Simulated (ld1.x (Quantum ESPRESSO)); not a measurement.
**rhodium: excitation energies, all-electron against RRKJ**

```json
{"Element": "Rh (Z = 45)", "Generator": "ld1.x (Quantum ESPRESSO) 7.5", "Type": "norm-conserving RRKJ (Kleinman–Bylander form)", "Functional": "LDA (PZ)", "Relativity": "fully relativistic", "Frozen core": "[Ar] 3d10", "Valence charge": "17", "Reference configuration": "4s2 4p6 4d8 5s1 5p0", "Partial waves": "4p (bound): rc 0.95 bohr; 4d (bound): rc 1.20 bohr; 4s (bound): rc 1.00 bohr", "Local potential": "the s channel", "Core correction": "a·sin(br)/r model core inside 0.70 bohr"}
```

Open shells are filled in proportion to 2j + 1 (rel_dist='average').

Occupied shells without a wave of their own: 5s. They enter only through the test configuration that unscreens the potential, and ld1.x also counts them in the model core charge.

Energies are relative to the spin-unpolarised reference configuration 4s2 4p6 4d8 5s1 5p0; without spin polarisation the order of configurations can differ from experiment. Not all tests gave a result: 1 of 7 tests not solved or not reliable. Left out of the table: 4s2 4p6 4d8 5s0 5p1 (solver errors, printed error -1.1 eV).

ld1.x takes every shell without a wave as core, so the model core holds the 5s electrons as well and exchange and correlation see them twice. This cancels in the reference configuration, but the file is broken for other ones, and its errors say nothing about a proper core correction.

| valence configuration | charge | ΔE all-electron (eV) | error AE − PS (meV) |
| --- | --- | --- | --- |
| 4s2 4p6 4d8 5s0 5p0 | +1 | 7.793 | -209 |
| 4s2 4p6 4d7 5s0 5p0 | +2 | 27.560 | -416 |
| 4s2 4p6 4d6 5s0 5p0 | +3 | 60.292 | -642 |
| 4s2 4p6 4d7 5s2 5p0 | 0 | 2.382 | +80 |
| 4s2 4p6 4d8 5s0.5 5p0 | +0.5 | 3.079 | -67 |
| 4s1 4p6 4d8 5s1 5p0 | +1 | 89.098 | -39 |

A Bessel basis up to 400 Ry misses an occupied level by 0.19 Ry, so cutoffs and ghosts were not judged.
